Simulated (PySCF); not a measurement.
C4H9NSi, SMILES C=C1[SiH2]N[C@H]1C.

The structure is a stationary point at PBE0-D3(BJ)/def2-SVP. The structure was generated by enumeration; whether it is a known compound was not checked.

Two levels are set side by side: TDDFT-PBE/def2-SVPD (PySCF) and TDDFT-CAM-B3LYP/def2-SVPD (PySCF). Vertical, same geometry. The lowest singlet is HOMO→LUMO 99 % with PBE and HOMO→LUMO+1 70 %, HOMO→LUMO 26 % with the other functional; states are paired by order. Differences are taken from unrounded values.

```json
[
 {"quantity": "lowest singlet excitation (eV)", "TDDFT-CAM-B3LYP": "5.60"},
 {"quantity": "lowest triplet excitation (TDA) (eV)", "TDDFT-CAM-B3LYP": "4.07"},
 {"quantity": "first bright state (f over 0.05) (eV)", "TDDFT-CAM-B3LYP": "6.92"},
 {"quantity": "its oscillator strength", "TDDFT-CAM-B3LYP": "0.42"}
]
```

### Question
What does TDDFT-PBE give, and how far is it from TDDFT-CAM-B3LYP? (Estimate from the structure and the level; the computed values follow.)

### Answer

```csv
quantity,TDDFT-PBE,TDDFT-PBE minus TDDFT-CAM-B3LYP
lowest singlet excitation (eV),4.19,-1.41
lowest triplet excitation (TDA) (eV),3.88,-0.20
first bright state (f over 0.05) (eV),6.51,-0.40
its oscillator strength,0.19,-0.23
```

Functionals without exact exchange tend to place singlet excitations lower, as here. Differences between two approximate levels are no errors against the true value.

Rough cost on one machine, each run with all the roots and properties that it gave: TDDFT-CAM-B3LYP against TDDFT-PBE about 6 times.
